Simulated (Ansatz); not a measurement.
The molecule NaBe-, closed-shell singlet (lowest of 2S+1 = 1, 3 at CCSD(T)/def2-TZVPP on PBE0 minima; our sources give no spin for the ground state, which may be another).

Seven points along R, fitted to fifth degree in 1/R; most abundant isotopes. Runs in def2 and cc sets follow the lowest solution found near the PBE0 minimum. The singlet is held restricted.

Correlated levels freeze the inner cores; with def2 sets outer-core shells near the valence are correlated too.

Codes used: Ansatz (a quantum-chemistry and plane-wave program) with Gaussian orbitals. 

Question: What bond length and harmonic frequency does B97M-V/def2-TZVPP give?

Answer: r_e = 3.398 Å, ω_e = 120 cm⁻¹.

Question: What bond length and harmonic frequency does BHLYP/def2-TZVPP give?

Answer: r_e = 3.411 Å, ω_e = 114 cm⁻¹.

Question: What bond length and harmonic frequency does CCSD(T)/def2-QZVPP give?

Answer: r_e = 3.231 Å, ω_e = 145 cm⁻¹.

Doubts at one or more of the structures used: a restricted determinant that unrestricted orbitals would lower (CCSD(T)/def2-QZVPP).
